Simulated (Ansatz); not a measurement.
**Ligand exchange: SiH(CH3)3 + CH2N2 → Si(CH3)3(NH2) + HCN**

Species: SiH(CH3)3 (trimethylsilane), singlet; CH2N2 (cyanamide) `N#CN`, singlet; Si(CH3)3(NH2), singlet; HCN (hydrogen cyanide) `C#N`, singlet. The partners trade H for NH2: Si–H and C–NH2 bonds give way to Si–NH2 and C–H.

Shapes, held fixed at every level: PBE0-D4/def2-TZVP. Flexible molecules stand in one conformer, not always the lowest. Programs: Ansatz 0.2.0. The zero-point and thermal change to 298 K, harmonic and unscaled (PBE0-D4/def2-TZVP), is +1.8 kJ/mol.

```
               level                    kind  ΔH(298 K) (kJ/mol)  less CCSD(T)/CBS estimate
         HF/def2-SVP            Hartree–Fock               -67.1                      +34.7
   PBE-D4/def2-TZVPP                     GGA               -72.1                      +29.7
  wB97X-V/def2-TZVPP  range-separated hybrid               -85.9                      +15.9
        MP2/def2-SVP     perturbation theory               -77.9                      +23.9
      MP2/def2-TZVPP     perturbation theory              -101.1                       +0.7
    CCSD(T)/def2-SVP   coupled cluster or CI               -74.1                      +27.7
     CCSD/def2-TZVPP   coupled cluster or CI               -97.3                       +4.5
CCSD(T)/CBS estimate   coupled cluster or CI              -101.8                        0.0
```

The highest level, CCSD(T)/CBS estimate, gives ΔH(298 K) = -101.8 kJ/mol; the levels span -101.8 to -67.1. The column of differences is taken from that level and isn't an error. No measured value is set beside it here. The CBS estimate extrapolates MP2 from def2-TZVPP and def2-QZVPP and adds CCSD(T) − MP2 in the triple-zeta set, cores frozen.
